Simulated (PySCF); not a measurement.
# Gas-phase XPS of `[H]/N=C(\C=C)C(=C)F`, computed

Species: C5H6FN.
Z-matrix (Å and degrees, GFN2-xTB geometry), rows numbered from 1:
```
C 
C   1  1.3274
C   2  1.4725  1  124.19
N   3  1.2707  2  127.02  1     0.09
C   3  1.4736  2  116.85  1  -179.88
C   5  1.3253  3  125.25  2   179.82
F   5  1.3542  3  115.40  2    -0.17
H   1  1.0763  2  121.64  3  -179.97
H   1  1.0793  2  122.66  3     0.01
H   2  1.0805  1  119.87  3   179.98
H   4  1.0167  3  114.63  2     0.03
H   6  1.0727  5  118.98  3     0.03
H   6  1.0751  5  121.58  3   179.99
```

Computed, not measured: PySCF, delta-SCF UKS SCAN, pcX-2 on the ionised atom, pcseg-1 elsewhere, spin-free X2C. These are vertical core ionisation energies against the vacuum level, from separate self-consistent calculations with and without the core hole.

**Question.** List the computed XPS lines with their assignment.

**Answer.** 
```csv
atom(s),environment,level,binding energy (eV),above the level's lowest (eV),count
F7,vinyl fluorine,F 1s,692.99,0.00,1
N4,imine nitrogen,N 1s,403.99,0.00,1
C5,vinylic C–F carbon,C 1s,292.99,+2.78,1
C2,alkene CH carbon,C 1s,291.06,+0.85,1
C1,terminal =CH2 carbon,C 1s,290.80,+0.59,1
C6,terminal =CH2 carbon,C 1s,290.21,0.00,1
```

The listed C 1s values span 2.78 eV, from C6 (bonded to C (double bond) and 2 H) to C5 (bonded to F, C (double bond) and C).

**Question.** Which effective nuclear charge Zeff reproduces each element's mean 1s value in the hydrogen-like formula E = 13.606 eV × Zeff²?

**Answer.** C (Z = 6): mean 291.3 eV, Zeff = 4.63, Z − Zeff = 1.37; N (Z = 7): mean 404.0 eV, Zeff = 5.45, Z − Zeff = 1.55; F (Z = 9): mean 693.0 eV, Zeff = 7.14, Z − Zeff = 1.86. Means run over the listed sites, weighted by atom count.

The list is incomplete; no value stands for C 1s of C3 (hole states with ⟨S²⟩ of 1 or more are left out). Spin contamination (⟨S²⟩ against 0.75 for a pure doublet) is marked for C 1s of C2 (0.97), C 1s of C5 (0.93) and C 1s of C6 (0.88), which makes these values less certain. The structure is a single GFN2-xTB conformer in the gas phase; no vibrational or solvent corrections.

On one thread of an Arm Neoverse V2, shared host, this took 90 s wall.
